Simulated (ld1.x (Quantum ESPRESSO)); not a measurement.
## Au, ultrasoft: configuration errors across variants

| Quantity | Value |
| --- | --- |
| Element | Au (Z = 79) |
| Generator | ld1.x (Quantum ESPRESSO) 7.5 |
| Type | ultrasoft |
| Functional | BP86 |
| Relativity | scalar-relativistic |
| Frozen core | [Kr] 4d10 4f14 5s2 |
| Valence charge | 17 |
| Reference configuration | 5p6 5d10 6s1 6p0 |
| Partial waves | 6s (bound): rcut 2.05, rcutus 2.55 bohr; 6s channel at 4.65 Ry: rcut 2.05, rcutus 2.55 bohr; 5p (bound): rcut 1.70, rcutus 1.95 bohr; 6p (bound, empty): rcut 1.70, rcutus 1.95 bohr; 5d (bound): rcut 1.40, rcutus 1.85 bohr; 5d channel at -0.15 Ry: rcut 1.40, rcutus 1.85 bohr |
| Local potential | all-electron potential smoothed inside 1.40 bohr (lloc = -1) |
| Core correction | a·sin(br)/r model core inside 1.30 bohr |
| Augmentation charge | built from norm-conserving waves at rcut, not smoothed further |

All-electron excitation energies from the reference (eV): (1) 5p6 5d10 6s0 6p0 9.577; (2) 5p6 5d9 6s0 6p0 30.907; (3) 5p6 5d8 6s0 6p0 64.896; (4) 5p6 5d9 6s1 6p0 12.258.

The overlap operator is not positive definite (basis up to 400 Ry) in “base”, “local potential all-electron potential smoothed inside 1.04 bohr (lloc = -1)”, “local potential all-electron potential smoothed inside 1.38 bohr (lloc = -1)”. Such files are unfit for use, however small their errors in these radial tests.

1 further variants failed, have other tests or too few solved ones, and are left out.

Errors AE − PS in meV (a dash: test not solved or not reliable):

| change | (1) | (2) | (3) | (4) | bound ghosts |
| --- | --- | --- | --- | --- | --- |
| base | -15 | -7.9 | -29 | -21 | not determined (overlap not positive) |
| local potential all-electron potential smoothed inside 1.04 bohr (lloc = -1) | -17 | -9.5 | -60 | – | not determined (overlap not positive) |
| local potential all-electron potential smoothed inside 1.38 bohr (lloc = -1) | -15 | -7.9 | -29 | -21 | not determined (overlap not positive) |
| local potential all-electron potential smoothed inside 2.42 bohr (lloc = -1) | -16 | -8.6 | -45 | -70 | not determined |
| local potential all-electron potential smoothed inside 2.80 bohr (lloc = -1) | -16 | -9.1 | -51 | -69 | not determined |

Question: Give the same row for: local potential all-electron potential smoothed inside 2.12 bohr (lloc = -1).

Answer: -17, -8.4, -47, -68; bound ghosts: not determined.
